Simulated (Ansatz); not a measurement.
Saddle point of Si₂H₅ClOF₄, closed shell (Si₂H₃ClOF₂ ([F][Si]([F])([Cl])[O][SiH3]) + HF + HF → SiClF₃ ([F][Si]([F])([F])[Cl]) + SiH₄O ([OH][SiH3]) + HF (still joined by a long Si–O bond); bonds formed: Si1–F8, O2–H9, H7–F10; bonds broken: H7–F8, H9–F10; bonds weakened to dative contacts: Si1–O2), PBE0-D4/def2-TZVP structure:

```
13
angstrom
Si -0.7511 0.6206 0.9489
O 0.2496 -0.1247 -0.2239
Si -0.0687 -0.1055 -1.9040
F -1.7172 1.2027 -0.2190
F -0.2948 2.0151 1.5311
Cl -2.1447 -0.5033 1.9066
H 1.3302 -0.6830 1.7232
F 0.5270 -0.0940 2.1866
H 1.2118 -0.7387 0.1803
F 1.9741 -1.1954 0.8697
H -0.0013 1.2802 -2.4017
H 1.0504 -0.9162 -2.4359
H -1.3651 -0.7579 -2.1619
```

Energies are electronic, without zero-point energy. Barriers and step energies count from the start structure reached by relaxing down the imaginary mode; all methods use the PBE0-D4 structures, on which another method's saddle can fall below an end. Ansatz 0.2.0; basis: def2-TZVPP, with def2-QZVPP for the basis limit; cores frozen in the correlated methods. B3LYP uses VWN-RPA correlation. Extrapolation: Hartree–Fock as exp(−7.88 √X), correlation as X^−2.97.

| method | barrier (eV) | step energy (eV) |
| --- | --- | --- |
| SPW92 | -0.177 | -0.216 |
| PBE-D4 | 0.442 | 0.213 |
| BLYP-D4 | 0.637 | 0.342 |
| r2SCAN-D4 | 0.425 | 0.135 |
| B97M-V | 0.679 | 0.178 |
| PBE0-D4 | 0.543 | 0.210 |
| B3LYP-D4 | 0.674 | 0.305 |
| r2SCAN0-D4 | ? | 0.149 |
| BHLYP-D4 | ? | 0.278 |
| CAM-B3LYP-D4 | 0.555 | 0.187 |
| wB97X-V | 0.586 | 0.189 |
| wB97M-V | ? | 0.146 |
| B2PLYP | 0.690 | 0.290 |
| PBE-QIDH | 0.606 | 0.209 |
| RPA on PBE | 0.669 | 0.302 |
| HF | 1.320 | 0.532 |
| MP2 | 0.661 | 0.296 |
| CCSD | 0.791 | 0.311 |
| CCSD(T) | 0.692 | 0.277 |

Problem. Fill in the withheld barriers. (An estimate is asked for; the value comes from the calculation.)

Solution. By the calculation: r2SCAN0-D4 0.515; wB97M-V 0.561; BHLYP-D4 0.779 eV. Each is the energy of the saddle less that of the start structure, by the same method.

For comparison, the barrier by CCSD(T) at an estimated basis limit (MP2 extrapolated from triple and quadruple zeta, plus CCSD(T) − MP2 in triple zeta) is 0.708 eV.

No T1 diagnostic of these runs exceeds 0.012.

Steps of this kind, hydrogen fluoride cutting a network bond, underlie vapour etching and the fluorination step of atomic layer etching. Here a small cluster stands in for the surface site.

Labels in which every atom is bracketed show which atoms are joined, not bond orders.

For scale, one of the runs: CCSD(T)/def2-TZVPP, 351 basis functions, launched by `ansatz run in.yaml --threads 4 --pin off --events-out ev --progress --plain --max-ram 66560MiB --backend cuda --devices 0, --max-vram 37GiB`. The run took 26 s on 4 CPU threads of an AMD EPYC 7R13 and a share of one NVIDIA H100 (shared host), with 0.85 GiB of host memory at its peak.
